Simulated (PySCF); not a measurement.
Bonds (- single, = double, # triple, : aromatic): C1=C2 1.329 Å, C2-C3 1.449 Å, C3=C4 1.352 Å, C4-C5 1.404 Å, C5#N6 1.149 Å, C3-Si7 1.892 Å, Si7-F8 1.611 Å. C1 carries H9, H10; C2 carries H11; C4 carries H12; Si7 carries H13, H14. Stereochemistry as in C=C/C(=C\C#N)[SiH2]F. H9 is cis to C3; H10 is trans to C3.

Single conformer, isolated molecule, non-relativistic, averaged over atoms made equivalent by symmetry, fast rotation or ring inversion. Shielding tensors at PBE0/pcSseg-1 (GIAO); geometry: GFN2-xTB; PySCF.

Predict the 2D correlation tables (HSQC, COSY, HMBC).

## Answers



HSQC (one-bond C–H):
```
        δH          δC
7.55 (H11)  146.1 (C2)
5.89 (H10)  129.9 (C1)
5.85 (H12)  117.5 (C4)
 5.48 (H9)  129.9 (C1)
```

COSY cross peaks (H two or three bonds apart, from the bond graph; peaks can be absent where the dihedral angle is near 90°):
```
        δH          δH
7.55 (H11)  5.89 (H10)
7.55 (H11)   5.48 (H9)
5.89 (H10)   5.48 (H9)
```

HMBC (two and three bonds, from the bond graph):
```
            δH                                  δC
    7.55 (H11)  164.4 (C3), 129.9 (C1), 117.5 (C4)
    5.89 (H10)              164.4 (C3), 146.1 (C2)
    5.85 (H12)  164.4 (C3), 146.1 (C2), 120.5 (C5)
5.59 (H13/H14)  164.4 (C3), 146.1 (C2), 117.5 (C4)
     5.48 (H9)              164.4 (C3), 146.1 (C2)
```

δ = σ(ref) − σ, references computed at the same level: TMS for $^{1}$H (σref 31.72), $^{13}$C (σref 186.93).

Shifts are as computed. Against solution values, carbons near 30 ppm lie about +3 ppm off and those near 130 ppm about +5 ppm. Of 1211 compounds with measured shifts, 218 miss one by over three times the rms of a fit or turn the order of signals round; such compounds aren't used in these exercises.
